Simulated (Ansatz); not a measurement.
Cost and result for the atomization energy of `N=C(I)O[SiH3]` (9 atoms, 8 bonds).

Z-matrix (Å, degrees):
```
Si
O 1 1.679
H 1 1.483 2 109.5
H 1 1.483 2 109.5 3 -120.3
H 1 1.475 2 104.4 3 119.9
C 2 1.335 1 124.5 3 60.1
I 6 2.105 2 110.3 1 -179.8
N 6 1.250 2 130.7 1 0.2
H 8 1.021 6 113.7 2 0.0
```

Charge 0, multiplicity 1. Correlated methods include outer-core shells of I, which these sets cover unevenly. I: def2 effective core potential. The geometry is a stationary point of PBE0-D4/def2-TZVP. It is one conformer, not always the lowest. Program: Ansatz. All runs use 4 threads of an Arm Neoverse V2 on a shared host. Times are those of one run each, without the atoms' runs, and a repeat can differ threefold. Electronic energies, without spin–orbit coupling; frozen cores. CCSD(T)/CBS adds CCSD(T) − MP2 in def2-TZVPP to the MP2 limit, and its time is that of the two runs behind it. T1 = 0.012. With those shells the extrapolation isn't a true limit.

CCSD(T)/CBS is a level of theory with its own doubt, some kJ/mol a heavy atom from the limit and from the frozen cores, so smaller differences don't rank the functionals.

```tsv
level	functions	wall time
BLYP-D4/def2-TZVPP	241	2.3 s
BHLYP-D4/def2-TZVPP	241	3.5 s
CAM-B3LYP-D4/def2-TZVPP	241	3.9 s
r2SCAN-D4/def2-TZVPP (with forces)	241	5.5 s
r2SCANh-D4/def2-TZVPP	241	6 s
B2PLYP/def2-TZVPP	241	7 s
PBE-QIDH/def2-TZVPP	241	7 s
CCSD(T)/def2-SVP	106	8 s
B97M-V/def2-TZVPP	241	9 s
ωB97M-V/def2-TZVPP (with forces)	241	13 s
MP2/def2-QZVPP	443	21 s
CCSD(T)/def2-TZVPP	241	4.1 min
CCSD(T)/CBS(def2)	–	4.4 min
```

(1) What atomization energy does each give, and how far from CCSD(T)/CBS? (Estimate.)

Answers

(1) Computed: 
```
                             level  atomization (kJ/mol)  difference from CCSD(T)/CBS  per bond
                BLYP-D4/def2-TZVPP                3110.1                         24.3       3.0
               BHLYP-D4/def2-TZVPP                2947.4                       -138.4     -17.3
           CAM-B3LYP-D4/def2-TZVPP                3089.3                          3.5       0.4
r2SCAN-D4/def2-TZVPP (with forces)                3083.4                         -2.4      -0.3
             r2SCANh-D4/def2-TZVPP                3049.4                        -36.4      -4.5
                 B2PLYP/def2-TZVPP                3042.5                        -43.3      -5.4
               PBE-QIDH/def2-TZVPP                3035.9                        -49.9      -6.2
                  CCSD(T)/def2-SVP                2836.0                       -249.8     -31.2
                 B97M-V/def2-TZVPP                3078.8                         -7.0      -0.9
  ωB97M-V/def2-TZVPP (with forces)                3082.8                         -3.0      -0.4
                    MP2/def2-QZVPP                3122.1                         36.3       4.5
                CCSD(T)/def2-TZVPP                2977.1                       -108.7     -13.6
                 CCSD(T)/CBS(def2)                3085.8                          0.0       0.0
```

From r2SCAN to r2SCAN0 (25 % exact exchange), in def2-TZVPP and without D4, the atomization energy moves by −83.8 kJ/mol: exact exchange takes away binding that semilocal exchange gives to molecules. The D4 term adds +38.7 kJ/mol with B3LYP and +20.2 kJ/mol with PBE0; it sums over pairs of atoms, weighted by their polarisabilities, and B3LYP, whose exchange is more repulsive, gets the larger term. Leaving LDA and LC-ωPBE aside and taking each functional with its dispersion term where it has one, the values, not all of them listed here, spread over 225.8 kJ/mol, from BHLYP-D4 to PBE-D4. LDA lies +462.6 kJ/mol from PBE without D4, its usual overbinding.

B3LYP here is the variant with VWN-RPA as its local correlation; programs differ in this.

Spin–orbit coupling would lower the free I atoms strongly, and the atomization energy with them, by more than many differences here.
